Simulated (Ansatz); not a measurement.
**Cost against result**

Saddle point of InH₅SO₂, closed shell (InH₃SO₂ ([OH][In]([OH])[SH]) + H₂ → InH₃O₂ ([OH][InH][OH]) + H₂S (still joined by a long In–S bond); bonds formed: In1–H6, S2–H5; bonds broken: H5–H6; bonds weakened to dative contacts: In1–S2), PBE0-D4/def2-TZVP structure:

```xyz
9
angstrom
In 0.1069 -0.4056 0.2075
S -0.1024 2.1170 -0.4612
O 0.5630 -0.7953 2.0925
O 0.9035 -1.3692 -1.3219
H -1.3307 1.0139 -0.3264
H -1.7449 0.0291 -0.1212
H 0.0812 1.7738 -1.7489
H 0.0591 -0.2683 2.7168
H 1.4642 -2.0954 -1.0374
```

Barriers are electronic and count from the start structure reached by relaxing down the imaginary mode.

Computed with Ansatz 0.2.0 (basis: as named in each row); correlated methods freeze the cores. Filled d shells of the heavier atoms are correlated. Core potentials replace the inner electrons of the atoms past krypton. The def2 sets are not built for correlating such inner shells, so the correlated values are less sure here. B3LYP uses VWN-RPA correlation. Extrapolation: Hartree–Fock as exp(−7.88 √X), correlation as X^−2.97.

Times are rough, for one single point on 4 threads of a shared host (Arm Neoverse V2).

The estimate by CCSD(T) at an estimated basis limit (MP2 extrapolated from triple and quadruple zeta, plus CCSD(T) − MP2 in triple zeta) is 149.6 kJ/mol.

```
      method       basis  time (s)  barrier (kJ/mol)  method less estimate
       SPW92    def2-SVP   under 1              79.7                 -69.9
      PBE-D4    def2-SVP   under 1             108.5                 -41.1
       SPW92  def2-TZVPP         1              89.6                 -60.0
     PBE0-D4    def2-SVP         1             121.6                 -28.0
      PBE-D4  def2-TZVPP         2             119.0                 -30.6
     BLYP-D4  def2-TZVPP         2             134.6                 -14.9
    BHLYP-D4  def2-TZVPP         3             156.4                   6.8
    B3LYP-D4  def2-TZVPP         3             142.2                  -7.3
     PBE0-D4  def2-TZVPP         3             130.6                 -18.9
CAM-B3LYP-D4  def2-TZVPP         3             146.4                  -3.2
   r2SCAN-D4  def2-TZVPP         4             127.0                 -22.5
  r2SCAN0-D4  def2-TZVPP         5             136.7                 -12.9
     wB97M-V    def2-SVP         6             135.1                 -14.5
     CCSD(T)    def2-SVP         6             146.4                  -3.2
      B2PLYP  def2-TZVPP         6             149.1                  -0.5
    PBE-QIDH  def2-TZVPP         6             143.8                  -5.7
  RPA on PBE  def2-TZVPP         6             148.8                  -0.8
     wB97X-V  def2-TZVPP         7             150.6                   1.0
      B97M-V  def2-TZVPP         8             125.8                 -23.7
     wB97M-V  def2-TZVPP         8             149.2                  -0.4
         MP2  def2-QZVPP        18             152.8                   3.2
     CCSD(T)  def2-TZVPP       150             150.8                   1.3
```

All methods are single points on the PBE0-D4 structures.

No T1 diagnostic of these runs exceeds 0.017.

Labels in which every atom is bracketed show which atoms are joined, not bond orders.
